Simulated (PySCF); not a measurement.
## Two-component Hartree-Fock for Ni⁸⁺ (nickel, charge +8)

Start: [Ar] 3d2; 3d3/2 filled at m_j = +1/2, +3/2. Calculated with PySCF 2.14 in an uncontracted even-tempered set (17 s from 0.43 bohr⁻², ratio 2.8; 12 p from 0.56 bohr⁻², ratio 2.8; 8 d from 0.56 bohr⁻², ratio 2.8; 4 f from 1.9 bohr⁻², ratio 3): generalised Hartree-Fock with the X2C-1e Hamiltonian and a Gaussian nucleus; one run each with spin-orbit coupling (SO) switched off, then screened by Boettger's factors.

| spinor shell | electrons | ε, spin-free (eV) | ε, screened SO (eV) | weight of nominal j (screened SO) | rms radius, screened SO (bohr) |
| --- | --- | --- | --- | --- | --- |
| 1s1/2 | 2 | -8593.1 | -8593.0 | 1.000 | 0.0624 |
| 2s1/2 | 2 | -1245.7 | -1245.6 | 1.000 | 0.264 |
| 2p1/2 | 2 | -1094.5 | -1107.5 | 0.991 | 0.236 |
| 2p3/2 | 4 | -1094.5 | -1088.1 | 0.995 | 0.238 |
| 3s1/2 | 2 | -307.59 | -307.57 | 1.000 | 0.739 |
| 3p1/2 | 2 | -257.88 | -264.62 | 0.672 | 0.753 |
| 3p3/2 | 4 | -257.88 | -254.52 | 0.836 | 0.761 |
| 3d3/2 | 2 | -194.30 | -194.41 | 0.778 | 0.754 |

```tsv
quantity	spin-free	screened SO
E (hartree)	-1497.57963	-1497.62335
M_J	2	2
⟨J²⟩	8.003	7.438
⟨L²⟩	12.003	11.948
⟨S²⟩	2.001	1.982
```

The determinant has a definite M_J but mixes levels of different J.

Each row is a mean over spinors that exchange with the open shell spreads, by up to 6.584 eV (3p1/2).

Rows whose weight is well below 1 are mixtures of j = l ± 1/2: exchange outweighs spin-orbit coupling there, and the label is only the starting occupation.

Without spin-orbit coupling the j labels of p, d and f shells carry no meaning; the spin-free column gives the mean over the occupied spinors of each nl shell, and its ⟨J²⟩ belongs to a mixture of degenerate components.
